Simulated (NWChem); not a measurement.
Everything below was run with NWChem. System: diiodomethane (CH$_{2}$I$_{2}$), charge 0, spin multiplicity 1, at a geometry optimised with B3LYP/def2-SVP with def2 effective core potentials on I. Level: r2SCAN/def2-TZVP with def2 effective core potentials on I.

NWChem printed:

```
             Northwest Computational Chemistry Package (NWChem) 7.3.0
             --------------------------------------------------------

                                NWChem Input Module
                                -------------------

 Scaling coordinates for geometry "geometry" by  1.889725989
 (inverse scale =  0.529177249)

 Turning off AUTOSYM since
 SYMMETRY directive was detected!

                             Geometry "geometry" -> ""
                             -------------------------

 Output coordinates in angstroms (scale by  1.889725989 to convert to a.u.)

  No.       Tag          Charge          X              Y              Z
 ---- ---------------- ---------- -------------- -------------- --------------
    1 I                   53.0000     1.83907900     0.00000000     0.09076000
    2 C                    6.0000     0.00000000     0.00000000    -1.04898200
    3 I                   53.0000    -1.83907900     0.00000000     0.09076000
    4 H                    1.0000     0.00000000     0.90455800    -1.66335800
    5 H                    1.0000     0.00000000    -0.90455800    -1.66335800

 Effective nuclear repulsion energy (a.u.)     607.3704761000

            Nuclear Dipole moment (a.u.)
            ----------------------------
        X                 Y               Z
 ---------------- ---------------- ----------------
     0.0000000000     0.0000000000    -0.0000907068

      Symmetry information
      --------------------

 Group name             C2v
 Group number             16
 Group order               4
 No. of unique centers     3

      Symmetry unique atoms

     1    2    4


 Summary of "ao basis" -> "" (spherical)
 ------------------------------------------------------------------------------
       Tag                 Description            Shells   Functions and Types
 ---------------- ------------------------------  ------  ---------------------
 *                         def2-tzvp                  on all atoms

                                 NWChem DFT Module
                                 -----------------

 Summary of "ao basis" -> "ao basis" (spherical)
 ------------------------------------------------------------------------------
       Tag                 Description            Shells   Functions and Types
 ---------------- ------------------------------  ------  ---------------------
 I                         def2-tzvp                16       50   6s5p3d2f
 C                         def2-tzvp                11       31   5s3p2d1f
 H                         def2-tzvp                 4        6   3s1p

 Summary of "ao basis" -> "ao basis" (spherical)
 ------------------------------------------------------------------------------
       Tag                 Description            Shells   Functions and Types
 ---------------- ------------------------------  ------  ---------------------
 I                         def2-tzvp                16       50   6s5p3d2f
 C                         def2-tzvp                11       31   5s3p2d1f
 H                         def2-tzvp                 4        6   3s1p

      Symmetry analysis of basis
      --------------------------

        a1         52
        a2         21
        b1         41
        b2         29

            General Information
            -------------------
          SCF calculation type: DFT
          Wavefunction type:  closed shell.
          No. of atoms     :     5
          No. of electrons :    58
           Alpha electrons :    29
            Beta electrons :    29
          Charge           :     0
          Spin multiplicity:     1
          Use of symmetry is: on ; symmetry adaption is: on
          Maximum number of iterations: 100
          AO basis - number of functions:   143
                     number of shells:    51
          Convergence on energy requested:  1.00D-06
          Convergence on density requested:  1.00D-05
          Convergence on gradient requested:  5.00D-04

              XC Information
              --------------
                      r^2SCAN Method XC Functional
               r^2SCAN metaGGA Exchange Functional  1.000
                     r^2SCAN Correlation Potential  1.000
[...]
    16 a1         17 b2         18 a2         19 b1         20 a1
    21 b1         22 a1         23 b2         24 a1         25 b1
    26 a2         27 a1         28 b1         29 b2         30 a1
    31 b1         32 a1         33 b2         34 b1         35 a1
    36 b2         37 b1         38 a1         39 a2

------------------------------------------------------------
EAF file 0: "./mol.aoints.0" size=524288 bytes
------------------------------------------------------------
               write      read    awrite     aread      wait
               -----      ----    ------     -----      ----
     calls:        1         0         0         0         0
   data(b): 5.24e+05  0.00e+00  0.00e+00  0.00e+00
   time(s): 0.00e+00  0.00e+00  0.00e+00  0.00e+00  0.00e+00
rate(mb/s): 0.00e+00  0.00e+00
------------------------------------------------------------

   convergence    iter        energy       DeltaE   RMS-Dens  Diis-err    time
 ---------------- ----- ----------------- --------- --------- ---------  ------
 d= 0,ls=0.0,diis     1   -634.8696600351 -8.24D+02  1.36D-02  6.18D-01     7.4
 d= 0,ls=0.0,diis     2   -634.6252948578  2.44D-01  6.32D-03  2.61D+00     8.3
 d= 0,ls=0.0,diis     3   -634.9360947460 -3.11D-01  8.68D-04  3.05D-02     9.2
 d= 0,ls=0.0,diis     4   -634.9384807400 -2.39D-03  2.69D-04  4.08D-03    10.2
 d= 0,ls=0.0,diis     5   -634.9388522119 -3.71D-04  7.07D-05  9.54D-05    11.2
  Resetting Diis
 d= 0,ls=0.0,diis     6   -634.9388601413 -7.93D-06  2.46D-05  2.51D-05    12.2
 d= 0,ls=0.0,diis     7   -634.9388621073 -1.97D-06  5.63D-06  2.90D-07    13.2
 d= 0,ls=0.0,diis     8   -634.9388620627  4.46D-08  3.30D-06  8.09D-07    14.1

         Total DFT energy =     -634.938862062674
      One electron energy =    -1465.263180779773
           Coulomb energy =      692.110949739309
    Exchange-Corr. energy =      -50.795553285022
 Nuclear repulsion energy =      189.008922262812

 Numeric. integr. density =       57.999999497680

     Total iterative time =     12.0s

                  Occupations of the irreducible representations
                  ----------------------------------------------

                     irrep           alpha         beta
                     --------     --------     --------
                     a1               11.0         11.0
                     a2                4.0          4.0
                     b1                9.0          9.0
                     b2                5.0          5.0

                       DFT Final Molecular Orbital Analysis
                       ------------------------------------

 Vector   27  Occ=2.000000D+00  E=-2.539054D-01  Symmetry=a2
              MO Center=  8.5D-13,  1.8D-15,  6.3D-02, r^2= 5.4D+00
   Bfn.  Coefficient  Atom+Function         Bfn.  Coefficient  Atom+Function
  ----- ------------  ---------------      ----- ------------  ---------------
    17      0.398542  1 I  py                98     -0.398542  3 I  py
    11     -0.330794  1 I  py                92      0.330794  3 I  py
    14      0.266370  1 I  py                95     -0.266370  3 I  py
    20      0.194565  1 I  py               101     -0.194565  3 I  py
     8     -0.041923  1 I  py                89      0.041923  3 I  py

 Vector   28  Occ=2.000000D+00  E=-2.474640D-01  Symmetry=b2
              MO Center= -8.5D-13, -1.4D-16,  1.6D-02, r^2= 5.3D+00
   Bfn.  Coefficient  Atom+Function         Bfn.  Coefficient  Atom+Function
  ----- ------------  ---------------      ----- ------------  ---------------
    17      0.383559  1 I  py                98      0.383559  3 I  py
    11     -0.317943  1 I  py                92     -0.317943  3 I  py
    14      0.256478  1 I  py                95      0.256478  3 I  py
    20      0.191560  1 I  py               101      0.191560  3 I  py
    57     -0.094264  2 C  py               133     -0.088788  4 H  s

 Vector   29  Occ=2.000000D+00  E=-2.425109D-01  Symmetry=b1
              MO Center=  8.9D-16, -2.6D-15,  3.3D-02, r^2= 5.6D+00
   Bfn.  Coefficient  Atom+Function         Bfn.  Coefficient  Atom+Function
  ----- ------------  ---------------      ----- ------------  ---------------
    18     -0.290809  1 I  pz                99      0.290809  3 I  pz
    16      0.285232  1 I  px                97      0.285232  3 I  px
    12      0.240402  1 I  pz                93     -0.240402  3 I  pz
    10     -0.238454  1 I  px                91     -0.238454  3 I  px
    13      0.195022  1 I  px                94      0.195022  3 I  px

 Vector   30  Occ=0.000000D+00  E=-1.038633D-01  Symmetry=a1
              MO Center= -9.3D-14,  3.7D-15, -1.8D-01, r^2= 5.4D+00
   Bfn.  Coefficient  Atom+Function         Bfn.  Coefficient  Atom+Function
  ----- ------------  ---------------      ----- ------------  ---------------
    55      0.427180  2 C  s                 54      0.424418  2 C  s
    16      0.313019  1 I  px                97     -0.313019  3 I  px
    19      0.298081  1 I  px               100     -0.298081  3 I  px
    61      0.243292  2 C  pz                64      0.242982  2 C  pz
     6     -0.228365  1 I  s                 87     -0.228365  3 I  s

 Vector   31  Occ=0.000000D+00  E=-5.050527D-02  Symmetry=b1
              MO Center=  3.7D-14, -8.1D-16, -2.3D-01, r^2= 5.3D+00
   Bfn.  Coefficient  Atom+Function         Bfn.  Coefficient  Atom+Function
  ----- ------------  ---------------      ----- ------------  ---------------
    62      0.541723  2 C  px                59      0.378299  2 C  px
     6     -0.376416  1 I  s                 87      0.376416  3 I  s
    56      0.357411  2 C  px                19      0.307817  1 I  px
   100      0.307817  3 I  px                21      0.280250  1 I  pz
   102     -0.280250  3 I  pz                16      0.246107  1 I  px

 Vector   32  Occ=0.000000D+00  E= 5.263192D-02  Symmetry=a1
              MO Center= -1.2D-15, -4.3D-16, -1.4D+00, r^2= 4.7D+00
   Bfn.  Coefficient  Atom+Function         Bfn.  Coefficient  Atom+Function
  ----- ------------  ---------------      ----- ------------  ---------------
   134     -1.690604  4 H  s                140     -1.690604  5 H  s
    55      1.647371  2 C  s                 64     -1.132685  2 C  pz
    54      0.299142  2 C  s                  5      0.230836  1 I  s
    86      0.230836  3 I  s                 19     -0.217277  1 I  px
   100      0.217277  3 I  px                58     -0.192527  2 C  pz

 center of mass
 --------------
 x =   0.00000000 y =   0.00000000 z =   0.05005864

 moments of inertia (a.u.)
 ------------------
          79.753137199221           0.000000000000           0.000000000000
           0.000000000000        3139.293719725137           0.000000000000
           0.000000000000           0.000000000000        3071.319777974151

     Multipole analysis of the density
     ---------------------------------

     L   x y z        total         alpha         beta         nuclear
     -   - - -        -----         -----         ----         -------
     0   0 0 0     -0.000000    -29.000000    -29.000000     58.000000

     1   1 0 0      0.000000      0.000000      0.000000      0.000000
     1   0 1 0     -0.000000     -0.000000     -0.000000      0.000000
     1   0 0 1     -0.479639      4.562549      4.562549     -9.604736

     2   2 0 0    -44.717244   -324.310998   -324.310998    603.904751
     2   1 1 0      0.000000      0.000000      0.000000      0.000000
     2   1 0 1     -0.000000     -0.000000     -0.000000      0.000000
     2   0 2 0    -45.188412    -25.516141    -25.516141      5.843869
     2   0 1 1      0.000000      0.000000      0.000000      0.000000
     2   0 0 2    -42.905820    -43.856996    -43.856996     44.808172

 Task  times  cpu:       14.2s     wall:       14.2s

 Total times  cpu:       14.2s     wall:       14.2s
```

Question: Write an NWChem input that would produce this output.

Answer: One answer among several that fit: 
```
start mol
memory heap 200 mb stack 900 mb global 1100 mb
geometry units angstroms nocenter noautoz
  I      1.839079     0.000000     0.090760
  C      0.000000     0.000000    -1.048982
  I     -1.839079     0.000000     0.090760
  H      0.000000     0.904558    -1.663358
  H      0.000000    -0.904558    -1.663358
  symmetry group C2v
end
basis spherical
  * library def2-tzvp
end
ecp
  I library def2-ecp
end
dft
  xc r2scan
  semidirect memsize 60000000 filesize 0
  iterations 100
  grid fine
end
task dft energy
```
